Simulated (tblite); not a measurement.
Species: C8H17P.
SMILES with atom numbers: `[CH3:1][C@@H:2]1[CH2:3][C@@H:4]([CH3:5])[P:6]([CH3:7])[C@@H:8]1[CH3:9]` (hydrogens: H10, H11, H12 on C1; H13 on C2; H14, H15 on C3; H16 on C4; H17, H18, H19 on C5; H20, H21, H22 on C7; H23 on C8; H24, H25, H26 on C9)

Geometry (GFN2-xTB, Å), atoms numbered from 1 in this order:
```
atom  x, y, z in Å
C1    -2.0979   -1.1961   -0.2337
C2    -1.1011   -0.2645   -0.9166
C3     0.2570   -0.9403   -1.1111
C4     0.9105   -1.0781    0.2646
C5     2.4037   -1.3662    0.2008
P6     0.4334    0.4633    1.2437
C7     1.8046    1.6245    0.7844
C8    -0.8037    0.9894   -0.0832
C9    -2.0253    1.6699    0.5200
H10   -3.0987   -0.7725   -0.2577
H11   -1.8175   -1.3574    0.8054
H12   -2.1248   -2.1584   -0.7413
H13   -1.5107    0.0298   -1.8901
H14    0.1548   -1.9138   -1.5946
H15    0.8835   -0.3140   -1.7521
H16    0.4370   -1.9119    0.7972
H17    2.5747   -2.3220   -0.2937
H18    2.8254   -1.4199    1.2029
H19    2.9334   -0.5986   -0.3581
H20    1.4955    2.6297    1.0684
H21    2.0264    1.6045   -0.2812
H22    2.6968    1.3683    1.3526
H23   -0.2964    1.7143   -0.7322
H24   -2.7487    1.9179   -0.2558
H25   -1.7261    2.5913    1.0170
H26   -2.5067    1.0334    1.2575
```

Level: GFN2-xTB in tblite, geometry and Hessian alike; calculated harmonic values, unscaled, isolated species. Against measured fundamentals such values can be off by several per cent, at times by over 20. One conformer, not necessarily the lowest.

Harmonic wavenumbers (cm⁻¹): 50.3, 146.3, 190.5, 206.6, 221.3, 230.2, 241.7, 248.0, 256.7, 291.6, 301.4, 357.4, 401.8, 440.9, 512.3, 599.8, 625.6, 675.7, 729.7, 843.9, 859.6, 868.5, 899.6, 936.3, 968.3, 1004.8, 1012.3, 1041.4, 1046.0, 1081.4, 1102.8, 1117.8, 1122.7, 1157.7, 1205.3, 1222.9, 1261.1, 1273.5, 1286.8, 1303.1, 1313.4, 1330.4, 1342.3, 1408.4, 1408.9, 1412.9, 1448.0, 1458.1, 1489.6, 1494.2, 1496.4, 1500.2, 1505.3, 1506.7, 1519.3, 2888.8, 2905.3, 2912.5, 2952.8, 2973.2, 2990.0, 3002.7, 3005.6, 3007.6, 3014.2, 3019.6, 3022.9, 3023.6, 3025.1, 3036.2, 3041.7, 3044.4.

A = 1801, B = 1284, C = 897.6 MHz; mass 144.107 u (most abundant isotopes); point group C1, symmetry number 1.

Problem. What is the zero-point energy?

Solution. ½Σν̃ = 50922 cm⁻¹ = 145.59 kcal/mol.

Problem. Entropy at 273.15 K, 1 bar (ideal gas, RRHO, classical rotation)?

Solution. Translation 40.40, rotation 29.17, vibration 27.55: S = 97.1 cal/(mol K).

Problem. And Cp and H(273.15 K) − H(0)?

Solution. Cp = 41.95 cal/(mol K), of which vibrations give 34.00 (their classical limit is 72 R = 143.1); H(273.15 K) − H(0) = 6.56 kcal/mol without the zero-point energy, 4.38 from vibrations.

Problem. Blend soft modes into free rotors: weight 1/[1 + (100 cm⁻¹/ν̃)⁴] for the oscillator and the rest for a rotor with moment μB/(μ + B), μ = h/(8π²ν), B = 10⁻⁴⁴ kg m². What vibrational entropy results?

Solution. 26.48 cal/(mol K) in place of 27.55, which changes −T·S at 273.15 K by +0.29 kcal/mol.

Problem. What must be added to the electronic energy to get the Gibbs energy at 273.15 K and 1 bar?

Solution. ZPE + [H(273.15 K) − H(0)] − T·S = 145.59 + 6.56 − 26.53 = 125.62 kcal/mol.

Problem. How do the functions run with temperature in this model?

Solution. 
| T (K) | S (cal/(mol K)) | Cp (cal/(mol K)) | H − H(0) (kcal/mol) | G − H(0) (kcal/mol) | ln q(vib) |
| --- | --- | --- | --- | --- | --- |
| 100 | 67.9 | 19.2 | 1.21 | -5.58 | 1.12 |
| 200 | 85.6 | 32.6 | 3.83 | -13.29 | 3.67 |
| 300 | 101.2 | 45.5 | 7.73 | -22.64 | 6.59 |
| 500 | 130.6 | 70.8 | 19.45 | -45.85 | 12.72 |
| 800 | 170.1 | 97.0 | 44.94 | -91.10 | 22.00 |
| 1000 | 193.0 | 108.7 | 65.56 | -127.45 | 27.94 |

q(vib) and H(0) count from the zero-point level.

Hindered rotation and anharmonicity are outside this model. Other conformers, if any are populated, would add a mixing term that is left out. The structure is chiral; the term R ln 2 for an equal mix with its mirror image is left out.
